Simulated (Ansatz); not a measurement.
Calculated with Ansatz (gas phase, PBE0-D4/def2-TZVP geometries, no zero-point term in ΔE). CCSD(T)/CBS is the MP2 limit (def2-TZVPP, def2-QZVPP) plus CCSD(T) − MP2 in def2-TZVPP, frozen cores. This one scheme is used for every species. For Ge outer-core shells are correlated without core-valence functions, which leaves a few kJ/mol of doubt a bond. Scalar relativity is left out up to krypton. One conformer a species, not always the lowest.

Consider the silylene formation by 1,1-elimination: `[OH][GeH2][C]#C[SiH3]` → `C#[C][GeH2][OH]` + `[SiH2]`.

| species | MP2/def2-QZVPP energy (Eh) |
| --- | --- |
| `[OH][GeH2][C]#C[SiH3]` | -2519.73380 |
| `C#[C][GeH2][OH]` | -2229.46898 |
| `[SiH2]` | -290.15204 |

Q: Work out ΔE.

A: ΔE = (-2229.46898) + (-290.15204) − (-2519.73380) = 0.11278 Eh = +3.07 eV. CCSD(T)/CBS gives +2.86 eV.

Largest T1 diagnostic among the species: 0.014.

The D4 term adds +0.10 eV with B3LYP and +0.06 eV with PBE0; it sums over pairs of atoms, weighted by their polarisabilities, and B3LYP, whose exchange is more repulsive, gets the larger term. In def2-TZVPP, CCSD(T) changes the Hartree–Fock value by +0.09 eV (the triples alone add +0.05 eV) and MP2 by +0.32 eV.

B3LYP here is the variant with VWN-RPA as its local correlation; programs differ in this.
